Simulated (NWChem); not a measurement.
System: CCl₂, singlet; SMILES Cl[C]Cl

NWChem input:

```
start job
memory heap 200 mb stack 700 mb global 900 mb
geometry units angstroms noautosym nocenter noautoz
  Cl     1.394715     0.000000    -0.159238
  C      0.000000     0.000000     0.826695
  Cl    -1.394715     0.000000    -0.159238
end
basis spherical
  Cl library def2-tzvp
  C library def2-tzvp
end
dft
  xc pbe0
  iterations 150
end
property
  efieldgrad
end
task dft property
```

Excerpt of the output:

```
             Northwest Computational Chemistry Package (NWChem) 7.3.0
             --------------------------------------------------------

                             Geometry "geometry" -> ""
                             -------------------------

 Output coordinates in angstroms (scale by  1.889725989 to convert to a.u.)

  No.       Tag          Charge          X              Y              Z
 ---- ---------------- ---------- -------------- -------------- --------------
    1 Cl                  17.0000     1.39471500     0.00000000    -0.15923800
    2 C                    6.0000     0.00000000     0.00000000     0.82669500
    3 Cl                  17.0000    -1.39471500     0.00000000    -0.15923800

 Effective nuclear repulsion energy (a.u.)     118.0291355863

                              NWChem Property Module
                              ----------------------

  itol2e modified to match energy
  convergence criterion.

                                 NWChem DFT Module
                                 -----------------

 Summary of "ao basis" -> "ao basis" (spherical)
 ------------------------------------------------------------------------------
       Tag                 Description            Shells   Functions and Types
 ---------------- ------------------------------  ------  ---------------------
 Cl                        def2-tzvp                13       37   5s5p2d1f
 C                         def2-tzvp                11       31   5s3p2d1f

  itol2e modified to match energy
  convergence criterion.

            General Information
            -------------------
          SCF calculation type: DFT
          Wavefunction type:  closed shell.
          No. of atoms     :     3
          No. of electrons :    40
           Alpha electrons :    20
            Beta electrons :    20
          Charge           :     0
          Spin multiplicity:     1
          Use of symmetry is: off; symmetry adaption is: off
          Maximum number of iterations: 150
          AO basis - number of functions:   105
                     number of shells:    37
          Convergence on energy requested:  1.00D-07
          Convergence on density requested:  1.00D-05
          Convergence on gradient requested:  5.00D-04

              XC Information
              --------------
                         PBE0 Method XC Functional
                     Hartree-Fock (Exact) Exchange  0.250
          PerdewBurkeErnzerhof Exchange Functional  0.750
            Perdew 1991 LDA Correlation Functional  1.000 local
           PerdewBurkeErnz. Correlation Functional  1.000 non-local

             Grid Information
             ----------------
          Grid used for XC integration:  fine
          Radial quadrature: Mura-Knowles
          Angular quadrature: Lebedev.
          Tag              B.-S. Rad. Rad. Pts. Rad. Cut. Ang. Pts.
          ---              ---------- --------- --------- ---------
          Cl                  1.00      123           9.0       770
          C                   0.70       70           8.0       590
          Grid pruning is: on
          Number of quadrature shells:   316
          Spatial weights used:  Erf1

      Superposition of Atomic Density Guess
      -------------------------------------

 Sum of atomic energies:        -956.62670541

      Non-variational initial energy
      ------------------------------

 Total energy =    -957.190574
 1-e energy   =   -1555.749505
 2-e energy   =     480.529796
 HOMO         =      -0.244560
 LUMO         =      -0.058360

   convergence    iter        energy       DeltaE   RMS-Dens  Diis-err
 ---------------- ----- ----------------- --------- --------- ---------
 d= 0,ls=0.0,diis     1   -957.9997710855 -1.08D+03  9.62D-03  1.19D+00
 d= 0,ls=0.0,diis     2   -957.8087139561  1.91D-01  7.98D-03  2.28D+00
 d= 0,ls=0.0,diis     3   -958.0699656376 -2.61D-01  2.20D-03  1.31D-01
 d= 0,ls=0.0,diis     4   -958.0869387707 -1.70D-02  4.29D-04  6.04D-03
 d= 0,ls=0.0,diis     5   -958.0875256031 -5.87D-04  8.20D-05  2.42D-04
  Resetting Diis
 d= 0,ls=0.0,diis     6   -958.0875577689 -3.22D-05  2.38D-05  1.11D-05
 d= 0,ls=0.0,diis     7   -958.0875593245 -1.56D-06  1.11D-05  4.17D-07
 d= 0,ls=0.0,diis     8   -958.0875593332 -8.72D-09  4.77D-06  6.90D-07

         Total DFT energy =     -958.087559333214
      One electron energy =    -1555.947399829022
           Coulomb energy =      541.300809308438
    Exchange-Corr. energy =      -61.470104398975
 Nuclear repulsion energy =      118.029135586344

 Numeric. integr. density =       39.999999714281

                       DFT Final Molecular Orbital Analysis
                       ------------------------------------

 Vector   18  Occ=2.000000D+00  E=-3.707154D-01
              MO Center= -1.7D-07, -1.1D-09, -1.3D-01, r^2= 3.1D+00
   Bfn.  Coefficient  Atom+Function         Bfn.  Coefficient  Atom+Function
  ----- ------------  ---------------      ----- ------------  ---------------
    16      0.404146  1 Cl py                84     -0.404146  3 Cl py
    19      0.243061  1 Cl py                87     -0.243061  3 Cl py
    13      0.186085  1 Cl py                81     -0.186085  3 Cl py
     7     -0.151826  1 Cl py                75      0.151826  3 Cl py
    10     -0.071007  1 Cl py                78      0.071007  3 Cl py

 Vector   19  Occ=2.000000D+00  E=-3.470865D-01
              MO Center= -1.0D-07, -1.2D-09, -1.1D-01, r^2= 3.2D+00
   Bfn.  Coefficient  Atom+Function         Bfn.  Coefficient  Atom+Function
  ----- ------------  ---------------      ----- ------------  ---------------
    15      0.318365  1 Cl px                83      0.318365  3 Cl px
    17      0.268989  1 Cl pz                85     -0.268989  3 Cl pz
    18      0.200433  1 Cl px                86      0.200433  3 Cl px
    20      0.169375  1 Cl pz                88     -0.169375  3 Cl pz
    12      0.148233  1 Cl px                80      0.148233  3 Cl px

 Vector   20  Occ=2.000000D+00  E=-2.753771D-01
              MO Center= -3.1D-08, -7.0D-09,  6.1D-01, r^2= 2.5D+00
   Bfn.  Coefficient  Atom+Function         Bfn.  Coefficient  Atom+Function
  ----- ------------  ---------------      ----- ------------  ---------------
    42      0.350770  2 C  s                 41      0.336808  2 C  s
    45      0.285469  2 C  pz                17     -0.279215  1 Cl pz
    85     -0.279215  3 Cl pz                48      0.232876  2 C  pz
    20     -0.221953  1 Cl pz                88     -0.221953  3 Cl pz
    40      0.193498  2 C  s                 14     -0.131311  1 Cl pz

[...]

          -----------------------
          Electric field gradient
          -----------------------

 1 a.u. = 0.324123 10**(16) esu/cm**3  ( or statvolts/cm**2 ) = 0.97174 10**(22) v/m**2

 ------------------------------------------------------------
   Atom      X         Y         Z
 ------------------------------------------------------------
    1 Cl   2.63563   0.00000  -0.30092
 ------------------------------------------------------------

 Electric field gradient in molecular frame (a.u.)
         XX             YY             ZZ             XY             XZ             YZ
 ------------------------------------------------------------------------------------------
       -1.218127       0.181437       1.036690       0.000000       2.463846      -0.000000

 Principal components (a.u.) and orientation
 of principal axis w.r.t. absolute frame                      Asymmetry parameter eta
 --------------------------------------------------------------------------------------
       -2.800255       2.618817       0.181437                       0.870414

        0.841454       0.540329       0.000000
       -0.000000      -0.000000       1.000000
       -0.540329       0.841454      -0.000000

 ------------------------------------------------------------
   Atom      X         Y         Z
 ------------------------------------------------------------
    2 C    0.00000   0.00000   1.56223
 ------------------------------------------------------------

 Electric field gradient in molecular frame (a.u.)
         XX             YY             ZZ             XY             XZ             YZ
 ------------------------------------------------------------------------------------------
        0.005284      -0.759986       0.754702       0.000000       0.000000      -0.000000

 Principal components (a.u.) and orientation
 of principal axis w.r.t. absolute frame                      Asymmetry parameter eta
 --------------------------------------------------------------------------------------
       -0.759986       0.754702       0.005284                       0.986094

       -0.000000       0.000000       1.000000
        1.000000      -0.000000       0.000000
        0.000000       1.000000      -0.000000

 ------------------------------------------------------------
   Atom      X         Y         Z
 ------------------------------------------------------------
    3 Cl  -2.63563   0.00000  -0.30092
 ------------------------------------------------------------

 Electric field gradient in molecular frame (a.u.)
         XX             YY             ZZ             XY             XZ             YZ
 ------------------------------------------------------------------------------------------
       -1.218127       0.181437       1.036690      -0.000000      -2.463846      -0.000000

 Principal components (a.u.) and orientation
 of principal axis w.r.t. absolute frame                      Asymmetry parameter eta
 --------------------------------------------------------------------------------------
       -2.800255       2.618818       0.181437                       0.870414

        0.841454      -0.540329      -0.000000
        0.000000      -0.000000       1.000000
        0.540329       0.841454      -0.000000
```

Level: PBE0/def2-TZVP. Low-valent species are run as closed-shell singlets; no triplet was tried in these runs. Structure relaxed at the PBE0-D3(BJ)/def2-TZVP level. NWChem prints the field gradient with the sign opposite to the second derivative of the potential.
